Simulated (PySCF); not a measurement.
**Dipole moment and polarisability of SnHMe2(NHiPr)**

Species: SnHMe2(NHiPr), C₅H₁₅NSn.
Geometry (PBE0-D3(BJ)/def2-SVP, Å), atoms numbered from 1 in this order:
```
atom  x, y, z in Å
Sn1    0.5435    1.2113    0.0288
H2     0.7278    1.3247    1.7468
C3     2.4104    0.6528   -0.8781
H4     2.2406    0.4383   -1.9426
H5     2.8251   -0.2435   -0.3968
H6     3.1362    1.4738   -0.7882
C7    -0.1854    3.0640   -0.7788
H8    -1.0769    3.4028   -0.2321
H9    -0.4474    2.9252   -1.8373
H10    0.5876    3.8421   -0.7058
N11   -0.8888   -0.1475   -0.5406
C12   -1.0595   -1.4536    0.0698
C13   -1.7787   -1.4113    1.4181
C14    0.2815   -2.1622    0.1897
H15   -1.7885    0.3087   -0.6740
H16   -1.6831   -2.0611   -0.6175
H17   -1.1909   -0.8350    2.1520
H18   -1.9440   -2.4210    1.8285
H19   -2.7621   -0.9248    1.3214
H20    0.9356   -1.6486    0.9171
H21    0.1554   -3.1959    0.5438
H22    0.7976   -2.1842   -0.7813
```

Level: CAM-B3LYP/def2-SVPD (PySCF), static field, nuclei fixed, core orbitals frozen in the response. The polarisability tensor in these axes (au):

```
x   111.75   2.21  -5.57
y     2.21 121.02  -5.32
z    -5.57  -5.32 100.44
```

Diagonalise the tensor; give its mean and Δα, where Δα² is half the sum of the squared differences of the eigenvalues.

Principal values 97.42, 112.36 and 123.43 au; mean 111.07 au = 16.46 Å³ = 18.31 × 10⁻⁴⁰ C²·m²/J; Δα = 22.61 au (20 % of the mean).

What is the dipole moment, and where does it point?

(-0.13, 0.31, 0.07) D, 0.34 D in size, pointing from the negative to the positive side. Measured along this direction, the outermost atoms are H21 at the negative end and H8 at the positive end.

Along which axes do the principal values lie, and how far do the nuclei extend along each?

Largest value along (0.31, 0.91, -0.28), where the nuclei span 7.19 Å; middle along (0.89, -0.38, -0.25), 5.15 Å; least along (0.33, 0.18, 0.93), 3.59 Å. The response follows the extents in order.

Molar refractivity from α?

Lorentz–Lorenz: R = (4π/3)N_A α = 2.5225 cm³/(mol·Å³) × 16.46 Å³ = 41.5 cm³/mol, in the limit of long wavelengths.

Orientational against electronic polarisability at 273 K (dilute gas, rigid molecules)?

In Gaussian units μ²/3kT = 1.02 Å³ against 16.46 Å³, a ratio of 0.06; the Debye molar polarisation (4π/3)N_A(α + μ²/3kT) is 44.1 cm³/mol, leaving out the vibrational part.

What depolarisation ratio follows for Rayleigh scattering of linearly polarised light, taking the static tensor?

ρ = 3Δα²/(45ᾱ² + 4Δα²) = 1533.4/(555149 + 2044.6) = 0.00275.

Isolated species at its PBE0-D3(BJ)/def2-SVP geometry (one conformer only). Atoms past krypton carry effective core potentials; spin–orbit coupling is left out.

The run behind these numbers computed excited states as well. Time: 1.8 min wall (grids of density and orbitals included); peak memory 1.7 GiB. Hardware: Intel Xeon Platinum 8375C at 2.90 GHz, one thread (shared host).
